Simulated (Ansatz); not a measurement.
Predict a relaxed structure of SnH3(OSiMe3) (C3H12OSiSn), charge 0, singlet, at r2SCAN-D4/def2-SVP (Ansatz).


```xyz
18

C    -1.796    0.376    0.057
C     0.071   -0.897    2.153
C     0.209   -1.788   -0.790
O     1.080    0.831    0.123
Si   -0.083   -0.339    0.372
Sn    1.402    2.149   -1.327
H     0.699    3.625   -0.818
H     3.102    2.244   -1.461
H     0.668    1.550   -2.759
H    -2.586   -0.369    0.250
H    -1.913    0.708   -0.989
H    -1.991    1.244    0.709
H    -0.098   -0.057    2.846
H    -0.660   -1.687    2.394
H     1.078   -1.297    2.353
H     0.125   -1.484   -1.847
H     1.216   -2.213   -0.645
H    -0.522   -2.597   -0.621
```
 This is one stationary point.

In the def2 sets Sn takes a core potential; there is no spin–orbit coupling.
